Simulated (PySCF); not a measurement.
Input file for PySCF: R-HF/3-21G on GeH6Sn (SMILES [GeH3][SnH3]), a point of a bond scan (R = 1.884 Å).

```python
from pyscf import gto, scf, dft, mp
from pyscf.data.elements import chemcore

mol = gto.M(
    atom='''
    Sn   -1.03220220    0.10221032   -0.01717195
    Ge    1.56838433   -0.15530393    0.02609199
    H    -1.79049477   -1.05098524   -1.29912722
    H    -1.47139982    1.70969191   -0.41159384
    H    -1.70033755   -0.27900058    1.51277370
    H     1.96141691   -1.60073738    0.38076761
    H     2.18638787    0.78768971    1.07412914
    H     2.16730311    0.18771557   -1.34983721
    ''',
    basis='3-21g',
    charge=0, spin=0, verbose=3, max_memory=1800)
mf = scf.RHF(mol)
mf.conv_tol = 1e-8
mf.max_cycle = 100
mf.kernel()
if not mf.converged:
    mf = mf.newton().run(mf.mo_coeff, mf.mo_occ)
```

### Question
Give the final energy of this run.

### Answer
-8065.0410 hartree.
